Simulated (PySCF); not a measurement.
Radial density of N⁺ (nitrogen, charge +1)

M06-2X, [He] 2s2 2p2, high-spin 3P determinant. Calculation: PySCF 2.14, in Sapporo-DZP-2012; the spin-free X2C one-electron Hamiltonian (Gaussian nucleus).

| r (bohr) | 4πr²ρ (e/bohr) | 4πr²(ρα − ρβ) |
| --- | --- | --- |
| 0.00434 | 0.04530 | 0.0000 |
| 0.00730 | 0.1249 | 0.0001 |
| 0.0123 | 0.3322 | 0.0002 |
| 0.0207 | 0.8313 | 0.0004 |
| 0.0347 | 1.939 | 0.0012 |
| 0.0584 | 3.941 | 0.0037 |
| 0.0983 | 6.459 | 0.0142 |
| 0.165 | 7.330 | 0.0673 |
| 0.278 | 4.731 | 0.2809 |
| 0.468 | 2.185 | 0.8070 |
| 0.787 | 2.986 | 1.4970 |
| 1.32 | 2.544 | 1.1774 |
| 2.23 | 0.5384 | 0.2535 |
| 3.74 | 0.02751 | 0.0176 |

Densities and radii are taken from the X2C orbitals without a picture-change correction, which distorts them close to the nucleus.
